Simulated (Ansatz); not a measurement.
System: C₅H₁₁O (charge 0, doublet). It need not be the lowest isomer of its formula. 
Coordinates optimised at B3LYP-D3(BJ)/def2-TZVP (Ansatz, an electronic-structure program):
SMILES: CC(C)[CH]CO
```xyz
17

C     -1.9829     0.9812     0.6883
C     -0.9020    -0.0914     0.5436
C     -1.4911    -1.3758    -0.0777
C      0.2670     0.4121    -0.2321
C      1.5491    -0.3229    -0.2810
O      2.6039     0.5872    -0.5956
H     -2.3727     1.2672    -0.2920
H     -1.5857     1.8779     1.1663
H     -2.8197     0.6166     1.2870
H     -0.5495    -0.3618     1.5491
H     -2.3216    -1.7492     0.5260
H     -1.8641    -1.1767    -1.0850
H     -0.7423    -2.1666    -0.1458
H      0.1464     1.2415    -0.9194
H      1.7328    -0.8213     0.6831
H      1.5110    -1.1225    -1.0431
H      3.3935     0.0785    -0.8068
```
Charge 0, spin multiplicity 2.

Wanted: atomisation energy (electronic, to ground-state atoms), in kJ/mol. Valence correlation only, unless marked. Open shells are spin-unrestricted. Spin-orbit coupling is left out. No relativistic terms. The coupled-cluster limit lacks core correlation, which all-electron functionals hold. Basis-set limits of correlation are two-point, X^-3; Hartree-Fock from the larger set. The bracket is a focal-point correction in the basis named.

```tsv
level	program	atomisation energy (kJ/mol)
PBE0/def2-SVP	Ansatz	6714.9
PBE0-D3(BJ)/def2-TZVP	Ansatz + dftd3	6680.9
PBE0-D4/def2-TZVP	Ansatz + dftd4	6678.3
PBE0/def2-QZVPP	Ansatz	…
BHLYP/def2-TZVPD	Ansatz	6437.9
r2SCAN0/def2-TZVPD	Ansatz	…
wB97M-V/def2-TZVPD	Ansatz	6641.9
B2GP-PLYP-D3(BJ)/def2-TZVPD	Ansatz + dftd3	6553.7
B2GP-PLYP-D4/def2-TZVPD	Ansatz + dftd4	6549.4
B2PLYP-D4/def2-TZVPD	Ansatz + dftd4	6570.3
B2PLYP/def2-TZVPD	Ansatz	6548.7
RPA@PBE/cc-pVQZ	Ansatz	6286.6
SCS-MP2/cc-pVDZ	Ansatz	6191.5
SCS-MP2/cc-pVTZ	Ansatz	6527.4
CCSD/6-31G*	Ansatz	6013.0
CCSD/cc-pVTZ	Ansatz	…
CCSD(T) with core electrons/cc-pwCVTZ	Ansatz	…
RI-MP2/CBS(cc-pVTZ,cc-pVQZ)+[CCSD(T)-MP2]/cc-pVTZ	Ansatz	6637.3
```

Question: What belongs in the gaps?

Answer: 
- PBE0/def2-QZVPP, atomisation energy (kJ/mol): 6665.3
- r2SCAN0/def2-TZVPD, atomisation energy (kJ/mol): 6579.3
- CCSD/cc-pVTZ, atomisation energy (kJ/mol): 6402.2
- CCSD(T) with core electrons/cc-pwCVTZ, atomisation energy (kJ/mol): 6511.2
